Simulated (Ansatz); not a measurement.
An input meant for the cluster Sn2H2 (charge 0, singlet; with a point charge).

```yaml
crystal:
  periodic: [false, false, false]
  atoms:
    - {symbol: Sn, position_ang: [-0.346240, -3.059669, -0.501897]}
    - {symbol: Sn, position_ang: [-0.370689, 3.079563, 0.334665]}
    - {symbol: H, position_ang: [-0.546549, 2.972577, 4.320668]}
    - {symbol: H, position_ang: [1.263477, -2.992472, -4.153436]}
basis:
  gaussian: {orbitals: def2-mTZVP, fitting: {mean_field: cc-pVTZ-jkfit}, point_charges: [{charge: 0.50, position_ang: [3.587, -0.856, 0.445]}]}
magnetization: {spin_polarized: true, initial_magnetization: 0}
hamiltonian: {xc: {name: CAM-B3LYP}, pseudopotentials: {relativity: scalar}}
scf: {omitted_lower_state_checks: [starts]}
```

```sh
$ ansatz run in.yaml --threads 4 --pin off --events-out ev --progress --plain --max-ram 3916MiB
```

Output, abridged:

```
Functional definition: CAM-B3LYP
Error: [file] the basis set cc-pVTZ-JKFIT has no functions for Sn
```

In the def2 sets Sn takes a core potential; there is no spin–orbit coupling.
